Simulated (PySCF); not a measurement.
All values below come from TPSSh-D3(BJ)/def2-TZVP // CAM-B3LYP-D3(BJ)/def2-TZVP (PySCF). All species are isolated molecules in the gas phase. One relaxed conformer stands for a flexible species; it need not be the lowest. Excitations are Tamm–Dancoff values on a coarser integration grid. The basis has no diffuse functions, so Rydberg states are missing or too high.

Reference species (SMILES): `C=C(Cl)/C=C\[SiH3]` (Cl–C–C–C torsion 0°) (neutral, multiplicity 1).

The brightest of the four lowest singlets (TDA) is 5.36 eV and the S1 oscillator strength is 0.415.

Changed species: `C=C/C=C(/[SiH3])Cl` (C–C–C–C torsion 180°).

**Question.** What does the change do to the brightest of the four lowest singlets (TDA) and S1 oscillator strength?

**Answer.** the brightest of the four lowest singlets (TDA) increases by 0.03 eV, to 5.39 eV; the S1 oscillator strength rises by 0.303, to 0.718.
